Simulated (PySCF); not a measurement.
Two-component Hartree-Fock for Pd²⁺ (palladium, charge +2)

Start: [Kr] 4d7 5s1; 4d3/2 filled at m_j = +1/2, +3/2; 4d5/2 filled at m_j = -3/2, -1/2, +1/2, +3/2, +5/2; 5s1/2 filled at m_j = +1/2. Calculated with PySCF 2.14 in x2c-SVPall-2c with one added diffuse shell each of s, p, d type (7s9p7d1f, 76 functions): generalised Hartree-Fock with the X2C-1e Hamiltonian and a Gaussian nucleus; one run each with spin-orbit coupling (SO) switched off, then screened by Boettger's factors. This is a chosen level, not necessarily the ground level.

| spinor shell | electrons | ε, spin-free (eV) | ε, screened SO (eV) | weight of nominal j (screened SO) | rms radius, screened SO (bohr) |
| --- | --- | --- | --- | --- | --- |
| 1s1/2 | 2 | -24503.6 | -24501.9 | 1.000 | 0.0366 |
| 2s1/2 | 2 | -3688.2 | -3687.6 | 1.000 | 0.150 |
| 2p1/2 | 2 | -3304.0 | -3414.6 | 1.000 | 0.130 |
| 2p3/2 | 4 | -3304.0 | -3252.7 | 1.000 | 0.135 |
| 3s1/2 | 2 | -727.18 | -726.99 | 1.000 | 0.403 |
| 3p1/2 | 2 | -597.46 | -617.38 | 1.000 | 0.399 |
| 3p3/2 | 4 | -597.46 | -588.07 | 1.000 | 0.410 |
| 3d3/2 | 4 | -391.65 | -395.26 | 0.991 | 0.387 |
| 3d5/2 | 6 | -391.65 | -389.02 | 0.994 | 0.390 |
| 4s1/2 | 2 | -135.93 | -135.86 | 1.000 | 1.01 |
| 4p1/2 | 2 | -95.688 | -101.35 | 0.840 | 1.09 |
| 4p3/2 | 4 | -95.688 | -92.897 | 0.920 | 1.11 |
| 4d5/2 | 5 | -39.742 | -40.604 | 0.535 | 1.42 |
| 4d3/2 | 2 | -39.742 | -37.627 | 0.620 | 1.43 |
| 5s1/2 | 1 | -24.940 | -24.932 | 1.000 | 2.90 |

```tsv
quantity	spin-free	screened SO
E (hartree)	-5040.75935	-5041.60068
M_J	5	5
⟨J²⟩	30.006	30.007
⟨L²⟩	12.005	12.167
⟨S²⟩	6.001	5.938
```

Each row is a mean over spinors that exchange with the open shell spreads, by up to 9.763 eV (4p3/2).

Rows whose weight is well below 1 are mixtures of j = l ± 1/2: exchange outweighs spin-orbit coupling there, and the label is only the starting occupation.

Breit and QED terms are absent; they matter most for the inner s and p1/2 levels.

Densities and radii are taken from the X2C orbitals without a picture-change correction, which distorts them close to the nucleus.

Without spin-orbit coupling the j labels of p, d and f shells carry no meaning; the spin-free column gives the mean over the occupied spinors of each nl shell.
